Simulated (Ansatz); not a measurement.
`BN(CC)[Si](C)(C)C` → B• + 5 C• + 16 H• + N• + Si•  (atomization)

Program: Ansatz. Geometries: PBE0-D4/def2-TZVP. ΔE: electronic, gas phase. CCSD(T)/CBS adds triple-zeta CCSD(T) − MP2 to the extrapolated MP2 energy (def2 sets, frozen cores). This one scheme is used for every species, atoms too. For atomizations the MP2-based limit and the directly extrapolated one differ by several kJ/mol either way, and by 10 to 25 for some Ge, Se and Sn compounds, so smaller differences from it don't rank the levels. Functionals use def2-TZVPP. No spin–orbit coupling; open shells (•) take unrestricted orbitals. Spin–orbit coupling would lower the free atoms: a little for B, C, Si. Each species was taken in one conformer, which may not be the lowest.

```
           level  ΔE (kcal/mol)
          r2SCAN         2221.8
     HF/def2-SVP         1701.8
CCSD(T)/def2-SVP         2120.5
 CCSD/def2-TZVPP         2145.7
```

What does CCSD(T)/CBS give? (Best estimate.)

Computed: +2219.3 kcal/mol. The listed levels differ from it by 2.5, -517.5, -98.8, -73.6 kcal/mol.

Largest T1 diagnostic among the species: 0.014.

Leaving LDA and LC-ωPBE aside and taking each functional with its dispersion term where it has one, the values, not all of them listed here, spread over 66.4 kcal/mol, from BHLYP-D4 to PBE-D4. LDA lies +262.9 kcal/mol from PBE without D4, its usual overbinding. The D4 term adds +23.2 kcal/mol with B3LYP and +12.7 kcal/mol with PBE0; it sums over pairs of atoms, weighted by their polarisabilities, and B3LYP, whose exchange is more repulsive, gets the larger term. At CCSD(T), def2-SVP lies −98.8 kcal/mol from the extrapolated value and def2-TZVPP −48.2 kcal/mol: correlation converges slowly with the basis, and small sets miss more of it in the bonded molecule than in its fragments.

B3LYP here is the variant with VWN-RPA as its local correlation; programs differ in this.
